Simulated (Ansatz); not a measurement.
This geometry of BrClF$_{2}$H$_{3}$NZr (9 atoms, charge 0, multiplicity 1) is a first-order saddle point.

These are results of Ansatz, RKS PBE0/def2-SVP, not measurements.

```xyz
9
Properties=species:S:1:pos:R:3
Zr -0.056 -0.324 -0.220
F -0.914 -0.672 1.629
F 1.545 -0.114 -1.215
N -0.678 1.562 -0.336
H -1.516 1.934 0.110
H -0.250 2.282 -0.916
Cl -1.426 -1.706 -1.546
Br 1.742 -1.420 1.802
H 0.231 -1.126 2.111
```

Question: Which two structures does it join? (They come from a converged band through this point; their orientation in space is the band's.)

Answer: Bonds broken: Br8–H9. Bonds formed: F2–H9.

First end point:

```xyz
9
Properties=species:S:1:pos:R:3
Zr -0.114 0.023 -0.089
F -0.530 -0.014 1.784
F 1.662 0.219 -0.748
N -0.930 1.762 -0.650
H -1.761 2.191 -0.244
H -0.605 2.338 -1.425
Cl -1.296 -1.684 -1.236
Br 1.552 -2.394 1.472
H 0.701 -2.024 2.555
```

Last end point:

```xyz
9
Properties=species:S:1:pos:R:3
Zr 0.206 -0.383 -0.383
F -1.067 -0.613 1.650
F 1.429 -0.027 -1.772
N -0.530 1.461 -0.171
H -1.269 1.746 0.468
H -0.258 2.251 -0.753
Cl -1.328 -1.934 -1.287
Br 1.802 -1.191 1.514
H -0.306 -0.894 2.153
```

Question: How far does it lie above each of them?

Answer: 0.250 eV above the first and 0.340 eV above the second. This is the barrier of this one path; another mechanism may lie lower. The orbitals stay closed-shell, which can raise the energy where a bond breaks towards radicals; this wasn't checked here.

Time of the run: 12 min on 4 threads of Arm Neoverse V1, on a shared host, peak memory 0.48 GiB.
